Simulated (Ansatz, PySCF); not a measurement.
System: germane, GeH₄, charge 0, multiplicity 1. 
Structure (B3LYP-D3(BJ)/def2-TZVP (Ansatz, a program for electronic structure) minimum search):
```xyz
5

Ge     0.0000     0.0000     0.0000
H     -0.6208    -0.8994    -1.0791
H      0.5682    -0.8726     1.1290
H     -1.0772     0.9355     0.5687
H      1.1298     0.8365    -0.6186
```
Charge 0, spin multiplicity 1.

Wanted: atomisation energy (electronic, to ground-state atoms), in kJ/mol. Valence correlation only, unless marked. UHF or UKS for open shells. No spin-orbit coupling. The frozen core is the preceding noble-gas configuration, with the filled d and f shells of earlier blocks. No relativistic terms. The coupled-cluster limit lacks core correlation, which all-electron functionals hold. CBS marks a two-point X^-3 extrapolation of the correlation energy; Hartree-Fock from the larger set.

```
level                                        program  atomisation energy (kJ/mol)
------------------------------------  --------------  ---------------------------
BLYP-D4/def2-TZVPD                    Ansatz + dftd4                       1215.2
TPSS-D4/def2-TZVPD                     PySCF + dftd4                       1276.4
M06-L/def2-TZVPD                               PySCF                       1237.4
TPSSh-D3(BJ)/def2-TZVPD                PySCF + dftd3                       1277.1
CCSD/cc-pVTZ                                  Ansatz                          [?]
CCSD(T)/CBS(def2-TZVPPD,def2-QZVPPD)          Ansatz                          [?]
```

Question: Fill in the missing entries.

Answer: 
- CCSD/cc-pVTZ, atomisation energy (kJ/mol): 1207.0
- CCSD(T)/CBS(def2-TZVPPD,def2-QZVPPD), atomisation energy (kJ/mol): 1236.0
